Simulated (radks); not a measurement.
Q: Species: the indium ion In41+. Configuration: [He] 2s2 2p4 (the NIST ground configuration). Method: Dirac Kohn-Sham, PBE, spin-unpolarised, spherical densities, point nucleus; open shells are shared between the two j in proportion to 2j + 1; computed with a radial shooting solver on a logarithmic mesh with Libxc functionals.

Spin-orbit splittings of the eigenvalues, e(l+1/2) - e(l-1/2), with zeta = 2 splitting/(2l+1) and mean radii in bohr:

| shell | occ. | splitting (eV) | zeta (eV) | <r> j=l-1/2 | <r> j=l+1/2 |
|---|---|---|---|---|---|
| 2p | 4 | ? | ? | 0.1041 | 0.1090 |
| 3p | 0 | 62.58 | 41.72 | 0.2756 | 0.2825 |

Estimate the 2p splitting.

A: 229.7 eV (zeta = 153.2 eV).
